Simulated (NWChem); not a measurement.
GeH3Cl; SMILES [Cl][GeH3]

```xyz
5

Ge     0.0000     0.0000    -0.6858
Cl     0.0000     0.0000     1.4786
H      1.4087    -0.3997    -1.1454
H     -0.3582     1.4198    -1.1454
H     -1.0505    -1.0201    -1.1454
```
Atoms are numbered in this order, from 1.

The geometry was optimised at PBE0/def2-SVP.

Question: List the 4 lowest vertical singlet excitations from CAM-B3LYP/def2-SVPD, TDA (NWChem).

Answer: 
```json
[
 {"state": "S1", "energy (eV)": "6.88", "oscillator strength": "0.019", "leading excitation (squared amplitude)": "HOMO → LUMO (0.82)"},
 {"state": "S2", "energy (eV)": "6.88", "oscillator strength": "0.019", "leading excitation (squared amplitude)": "HOMO−1 → LUMO (0.82)"},
 {"state": "S3", "energy (eV)": "7.97", "oscillator strength": "0.007", "leading excitation (squared amplitude)": "HOMO → LUMO+1 (0.60)"},
 {"state": "S4", "energy (eV)": "7.97", "oscillator strength": "0.007", "leading excitation (squared amplitude)": "HOMO−1 → LUMO+1 (0.60)"}
]
```
